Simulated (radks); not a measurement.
The caesium anion Cs-, [Xe] 6s2, held by a Watson sphere: a shell of charge +1 at radius R that stands for the Madelung well of a crystal (potential energy -1/R inside, -1/r outside, in hartree with lengths in bohr). Method: scalar-relativistic Kohn-Sham, r2SCAN, spin-unpolarised, spherical densities, finite nucleus; meta-GGA in the generalised Kohn-Sham scheme; Fermi nuclear charge, rms radius of each element as measured or else 0.836 A^(1/3) + 0.57 fm; computed with a radial shooting solver on a logarithmic mesh with Libxc functionals.

| R (bohr) | e(5s) (eV) | e(5p) (eV) | e(6s) (eV) | <r> 6s (bohr) | sum of <r^2> (bohr^2) | X-ray form factor at sin(theta)/lambda = 0.1 1/angstrom |
|---|---|---|---|---|---|---|
| 3.18 | -29.538 | -16.011 | -3.175 | 5.042 | 108.9 | 50.737 |
| 3.7 | -28.753 | -15.237 | -3.127 | 5.140 | 111.4 | 50.695 |
| 5.18 | -27.583 | -14.037 | -2.838 | 5.602 | 122.1 | 50.603 |
| 6.62 | -27.126 | -13.560 | -2.501 | 6.082 | 134.6 | 50.560 |

Estimate the row for R = 2.88 bohr.

Answer. e(5s) (eV) -30.122; e(5p) (eV) -16.563; e(6s) (eV) -3.186; <r> 6s (bohr) 5.013; sum of <r^2> (bohr^2) 107.9; X-ray form factor at sin(theta)/lambda = 0.1 1/angstrom 50.764.
